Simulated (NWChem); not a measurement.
System: B2HO2 cation; SMILES B(B=[OH+])=O

Output (shortened):

```
             Northwest Computational Chemistry Package (NWChem) 7.3.0
             --------------------------------------------------------

                             Geometry "geometry" -> ""
                             -------------------------

 Output coordinates in angstroms (scale by  1.889725989 to convert to a.u.)

  No.       Tag          Charge          X              Y              Z
 ---- ---------------- ---------- -------------- -------------- --------------
    1 O                    8.0000     0.00170100    -2.16146400     0.00000000
    2 B                    5.0000    -0.00391000    -0.95339100     0.00000000
    3 B                    5.0000    -0.00321600     0.69669200     0.00000000
    4 O                    8.0000     0.00131900     1.92809000     0.00000000
    5 H                    1.0000     0.00736800     2.90856800     0.00000000

 Effective nuclear repulsion energy (a.u.)      72.7950697314

  pbe96 is a nonlocal functional; adding pw91lda local functional.
                              NWChem Property Module
                              ----------------------

  itol2e modified to match energy
  convergence criterion.

                                 NWChem DFT Module
                                 -----------------

 Summary of "ao basis" -> "ao basis" (spherical)
 ------------------------------------------------------------------------------
       Tag                 Description            Shells   Functions and Types
 ---------------- ------------------------------  ------  ---------------------
 O                         def2-tzvp                11       31   5s3p2d1f
 B                         def2-tzvp                11       31   5s3p2d1f
 H                         def2-tzvp                 4        6   3s1p

  itol2e modified to match energy
  convergence criterion.

[...]

          -----------------------
          Electric field gradient
          -----------------------

 1 a.u. = 0.324123 10**(16) esu/cm**3  ( or statvolts/cm**2 ) = 0.97174 10**(22) v/m**2

 ------------------------------------------------------------
   Atom      X         Y         Z
 ------------------------------------------------------------
    1 O    0.00321  -4.08457   0.00000
 ------------------------------------------------------------

 Electric field gradient in molecular frame (a.u.)
         XX             YY             ZZ             XY             XZ             YZ
 ------------------------------------------------------------------------------------------
       -0.436651       0.873404      -0.436753      -0.005497       0.000000       0.000000

 Principal components (a.u.) and orientation
 of principal axis w.r.t. absolute frame                      Asymmetry parameter eta
 --------------------------------------------------------------------------------------
        0.873427      -0.436753      -0.436674                       0.000091

       -0.004196      -0.000021       0.999991
        0.999991      -0.000000       0.004196
        0.000000       1.000000       0.000021

 ------------------------------------------------------------
   Atom      X         Y         Z
 ------------------------------------------------------------
    2 B   -0.00739  -1.80165   0.00000
 ------------------------------------------------------------

 Electric field gradient in molecular frame (a.u.)
         XX             YY             ZZ             XY             XZ             YZ
 ------------------------------------------------------------------------------------------
       -0.148563       0.297123      -0.148560      -0.001274      -0.000000       0.000000

 Principal components (a.u.) and orientation
 of principal axis w.r.t. absolute frame                      Asymmetry parameter eta
 --------------------------------------------------------------------------------------
        0.297127      -0.148567      -0.148560                       0.000023

       -0.002857       0.999996      -0.000041
        0.999996       0.002857      -0.000000
        0.000000       0.000041       1.000000

 ------------------------------------------------------------
   Atom      X         Y         Z
 ------------------------------------------------------------
    3 B   -0.00608   1.31656   0.00000
 ------------------------------------------------------------

 Electric field gradient in molecular frame (a.u.)
         XX             YY             ZZ             XY             XZ             YZ
 ------------------------------------------------------------------------------------------
       -0.214356       0.428715      -0.214359       0.002115      -0.000000      -0.000000

 Principal components (a.u.) and orientation
 of principal axis w.r.t. absolute frame                      Asymmetry parameter eta
 --------------------------------------------------------------------------------------
        0.428722      -0.214363      -0.214359                       0.000011

        0.003289       0.999995      -0.000050
        0.999995      -0.003289       0.000000
       -0.000000       0.000050       1.000000

 ------------------------------------------------------------
   Atom      X         Y         Z
 ------------------------------------------------------------
    4 O    0.00249   3.64356   0.00000
 ------------------------------------------------------------

[...]
```

Level: PBE/def2-TZVP. Geometry: optimised at PBE-D3(BJ)/def2-SVP. NWChem prints the field gradient with the sign opposite to the second derivative of the potential.

Q: Write an input that gives this output.

A: One answer among several that fit: the input that was run:
```
start job
memory heap 200 mb stack 900 mb global 1100 mb
charge 1
geometry units angstroms noautosym nocenter noautoz
  O      0.001701    -2.161464     0.000000
  B     -0.003910    -0.953391     0.000000
  B     -0.003216     0.696692     0.000000
  O      0.001319     1.928090     0.000000
  H      0.007368     2.908568     0.000000
end
basis spherical
  * library def2-tzvp
end
dft
  xc xpbe96 cpbe96
  iterations 150
end
property
  efieldgrad
end
task dft property
```
